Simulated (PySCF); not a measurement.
O₂Se, triplet, at a GFN2-xTB geometry (a higher spin typed on purpose: for a closed-shell molecule this is an excited state), atoms displaced at random by about 0.03 Å a coordinate; PBE0/def2-SVP, gradient (PySCF).

Here is a job for PySCF.
```python
from pyscf import gto, scf, dft

mol = gto.Mole()
mol.atom = '''
    O    -1.304343   -0.614241    0.071423
    Se    0.012557    0.262200    0.014269
    O     1.396108   -0.500107    0.099429
'''
mol.basis = 'def2-svp'
mol.charge = 0
mol.spin = 2
mol.verbose = 4
mol.build()

mf = dft.UKS(mol)
mf.xc = 'pbe0'
mf.kernel()
g = mf.nuc_grad_method()
grad = g.kernel()
```

What the program printed (banner, timings and long lists left out):

```
PySCF version 2.14.0

[INPUT] verbose = 4
[INPUT] num. atoms = 3
[INPUT] num. electrons = 50
[INPUT] charge = 0
[INPUT] spin (= nelec alpha-beta = 2S) = 2
[INPUT] symmetry False subgroup None
[INPUT] Mole.unit = angstrom
[INPUT] Symbol           X                Y                Z      unit          X                Y                Z       unit  Magmom
[INPUT]  1 O     -1.304343000000  -0.614241000000   0.071423000000 AA   -2.464851042494  -1.160747264479   0.134969908995 Bohr   0.0
[INPUT]  2 Se     0.012557000000   0.262200000000   0.014269000000 AA    0.023729290946   0.495486189861   0.026964502071 Bohr   0.0
[INPUT]  3 O      1.396108000000  -0.500107000000   0.099429000000 AA    2.638261760314  -0.945065262978   0.187893578839 Bohr   0.0

nuclear repulsion = 194.446576624743
number of shells = 24
number of NR pGTOs = 122
number of NR cGTOs = 60
basis = def2-svp
ecp = {}

******** <class 'pyscf.dft.uks.UKS'> ********
method = UKS
initial guess = minao
damping factor = 0
level_shift factor = 0
DIIS = <class 'pyscf.scf.diis.CDIIS'>
diis_start_cycle = 1
diis_space = 8
diis_damp = 0
SCF conv_tol = 1e-09
SCF conv_tol_grad = None
SCF max_cycles = 50
direct_scf = True
direct_scf_tol = 1e-13
number electrons alpha = 26  beta = 24
XC library pyscf.dft.libxc version 7.1.2
    S. Lehtola, C. Steigemann, M. J. T. Oliveira, and M. A. L. Marques,  SoftwareX 7, 1–5 (2018)
XC functionals = pbe0
    C. Adamo and V. Barone,  J. Chem. Phys. 110, 6158 (1999)
    M. Ernzerhof and G. E. Scuseria,  J. Chem. Phys. 110, 5029 (1999)
radial grids:
    Treutler-Ahlrichs [JCP 102, 346 (1995); DOI:10.1063/1.469408] (M4) radial grids

becke partition: Becke, JCP 88, 2547 (1988); DOI:10.1063/1.454033
pruning grids: <function nwchem_prune>
grids dens level: 3
symmetrized grids: False
atomic radii adjust function: <function treutler_atomic_radii_adjust>
small_rho_cutoff = 0
Set gradient conv threshold to 3.16228e-05
tot grids = 48592
init E= -2550.67521529896

cycle= 1 E= -2550.75365148798  delta_E= -0.0784  |g|= 0.709  |ddm|=  1.9
cycle= 2 E= -2550.13889416998  delta_E= 0.615  |g|= 1.42  |ddm|= 1.71
cycle= 3 E= -2550.97041606242  delta_E= -0.832  |g|= 0.0412  |ddm|= 1.14
cycle= 4 E= -2550.97172907017  delta_E= -0.00131  |g|= 0.0217  |ddm|= 0.0697
cycle= 5 E= -2550.97195356979  delta_E= -0.000224  |g|= 0.0152  |ddm|= 0.0276
cycle= 6 E= -2550.97198994879  delta_E= -3.64e-05  |g|= 0.0146  |ddm|= 0.0219
cycle= 7 E= -2550.9721038432  delta_E= -0.000114  |g|= 0.000703  |ddm|= 0.0165
cycle= 8 E= -2550.97210487374  delta_E= -1.03e-06  |g|= 0.000372  |ddm|= 0.00217
cycle= 9 E= -2550.97210502618  delta_E= -1.52e-07  |g|= 0.000119  |ddm|= 0.000766
cycle= 10 E= -2550.97210504663  delta_E= -2.04e-08  |g|= 6.84e-05  |ddm|= 0.000327
cycle= 11 E= -2550.97210505338  delta_E= -6.76e-09  |g|= 5.46e-05  |ddm|= 0.000175
cycle= 12 E= -2550.9721050608  delta_E= -7.41e-09  |g|= 4.4e-05  |ddm|= 0.000244
cycle= 13 E= -2550.97210506935  delta_E= -8.56e-09  |g|= 2.91e-05  |ddm|= 0.000386
cycle= 14 E= -2550.97210507504  delta_E= -5.69e-09  |g|= 4.66e-06  |ddm|= 0.00057
cycle= 15 E= -2550.97210507514  delta_E= -1.02e-10  |g|= 3.74e-06  |ddm|= 4.72e-05
Extra cycle  E= -2550.9721050751  delta_E= 4.55e-11  |g|= 1.05e-05  |ddm|= 1.08e-05
converged SCF energy = -2550.9721050751  <S^2> = 2.0177164  2S+1 = 3.0117878

******** <class 'pyscf.grad.uks.Gradients'> for <class 'pyscf.dft.uks.UKS'> ********
unit = Eh/Bohr
grid_response = False
--------------- UKS gradients ---------------
         x                y                z
0 O     0.0702021561     0.0379408451    -0.0023249964
1 Se     0.0033586135    -0.0701124949     0.0061048085
2 O    -0.0735461657     0.0321701465    -0.0037467533
----------------------------------------------
```
